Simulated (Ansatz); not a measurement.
`[Li][O][Si](C)(C)C` + HCl → `C[Si](C)(C)Cl` + `[Li][OH]` at 700 K and 1 bar (ligand exchange at the Si–O bond).

Gas-phase electronic energies from Ansatz, PBE0-D4/def2-TZVP geometries. CBS: MP2 limit from def2 TZ/QZ plus the TZ coupled-cluster correction, frozen cores. This one scheme is used for every species. For Li outer-core shells are correlated without core-valence functions, which leaves a few kJ/mol of doubt a bond. One conformer a species, not always the lowest.

| species | CCSD(T)/CBS energy (Eh) | H − E (kJ/mol) | S (J/(mol·K)) |
| --- | --- | --- | --- |
| `[Li][O][Si](C)(C)C` | -491.47794 | 410.3 | 547.8 |
| HCl | -460.38127 | 38.4 | 211.8 |
| `C[Si](C)(C)Cl` | -868.53638 | 391.4 | 508.6 |
| `[Li][OH]` | -83.31445 | 64.5 | 249.4 |

H − E and S are ideal-gas, rigid-rotor, harmonic terms from PBE0-D4/def2-TZVP, for one conformer and one mirror image of each species. 1 Eh = 2625.50 kJ/mol, R = 8.31446 J/(mol·K).

Problem. By hand: ΔE, ΔH, ΔS and ΔG.

Solution. ΔE = (-868.53638) + (-83.31445) − (-491.47794) − (-460.38127) = 0.00838 Eh = 22.0 kJ/mol. Δ(H − E) = 391.4 + 64.5 − 410.3 − 38.4 = 7.2, so ΔH = 29.2 kJ/mol. ΔS = 508.6 + 249.4 − 547.8 − 211.8 = -1.6 J/(mol·K). ΔG = 29.2 − 700 × (-1.6)/1000 = 30.3 kJ/mol.

Problem. By hand: the equilibrium constant, and the temperature at which ΔG would vanish if ΔH and ΔS stayed fixed.

Solution. log₁₀ K = −ΔG/(RT ln 10) = -2.3. ΔH and −TΔS have one sign here, so there is no such temperature.

The number of gas molecules stays the same, so ΔS is small and ΔH decides. A doubt of 5 kJ/mol in ΔE shifts log₁₀ K by 0.4 here. Other conformers and mirror images would add mixing entropy, several J/(mol·K) or more a flexible species. These are equilibria of isolated gas molecules and say nothing of rates. Largest T1 diagnostic: 0.013 (customary marks: 0.02 for closed shells, 0.045 for open ones).

ΔS is within the doubt of such terms, so its sign, and with it that verdict, could turn.
